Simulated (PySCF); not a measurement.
C7H8FN.
Bonds: N1–C2, C2–C3, C3–C4 (aromatic), C4–C5 (aromatic), C5–C6 (aromatic), C6–F7, C6–C8 (aromatic), C8–C9 (aromatic), C3–C9 (aromatic). Hydrogens: H10, H11 on N1; H12, H13 on C2; H14 on C4; H15 on C5; H16 on C8; H17 on C9.

Structure optimised with GFN2-xTB, isolated species.

**Question.** Give the optimised bond lengths and angles.

**Answer.** 
```csv
bond,length (Å),order
N1–C2,1.458,single
C2–C3,1.510,single
"C3–C4, C3–C9",1.390,aromatic
"C4–C5, C8–C9",1.383,aromatic
"C5–C6, C6–C8",1.383,aromatic
C6–F7,1.351,single
"N1–H10, N1–H11",1.015,single
"C2–H12, C2–H13",1.093,single
"C4–H14, C9–H17",1.081,single
"C5–H15, C8–H16",1.079,single
```

Bonds in one row agree within 0.01 Å and their mean is given. Orders are formal, as drawn. A selection of angles:
```csv
angle,degrees
N1–C2–C3,113.1
C2–C3–C4,120.5
C4–C3–C9,119.0
C3–C4–C5,121.0
C4–C5–C6,118.6
C5–C6–F7,119.1
C5–C6–C8,121.9
H10–N1–C2,110.1
H11–N1–C2,110.1
```

Dihedral angles: N1–C2–C3–C4 88° (synclinal).

The 7 C–C bonds span 1.383 Å (C6–C8, aromatic) to 1.510 Å (C2–C3, drawn single), a spread of 0.127 Å. N1 (primary amine nitrogen) is pyramidal (angles 110.1°, 110.1° and 107.5°, sum 327.6°, 0.38 Å off the plane of its three neighbours). Of the pairs four or more bonds apart, H13···H14 is among the closest relative to their van der Waals radii: 2.46 Å, 103 % of the sum of Bondi's values. The 6-membered ring C3–C4–C5–C6–C8–C9 has internal angles of 118.6° to 121.9° (sum 720°, against 720° for a flat polygon); it is planar, 0.00 Å rms from its mean plane, widest ring torsion 1°.

Point group: Cs (every atom within 0.08 Å of its image). Stationary, but not proved a minimum. One conformer, not necessarily the lowest (H–N1–C2–C3 59° and -59°, N1–C2–C3–C4 88°).

These are computed values.
